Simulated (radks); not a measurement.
Task: Co III, configuration [Ar] 3d5 4p2 (not the ground configuration). Method: scalar-relativistic Kohn-Sham, MS2 meta-GGA, spin-unpolarised, spherical densities, finite nucleus; meta-GGA in the generalised Kohn-Sham scheme; Fermi nuclear charge, rms radius 3.7875 fm; computed with a radial shooting solver on a logarithmic mesh with Libxc functionals. Some entries of the table are withheld. Estimate them.

| orbital | occ. | eigenvalue (Ry) | <r> (bohr) |
|---|---|---|---|
| 1s | 2 | (1) | 0.05615 |
| 2s | 2 | -69.58536 | 0.2546 |
| 2p | 6 | -59.76275 | (2) |
| 3s | 2 | -10.49533 | 0.7590 |
| 3p | 6 | -7.63302 | 0.7934 |
| 3d | 5 | -3.16290 | 0.8999 |
| 4p | 2 | -1.41771 | 2.575 |

Result: 
(1) 1s eigenvalue (Ry): -562.1056
(2) 2p <r> (bohr): 0.2249
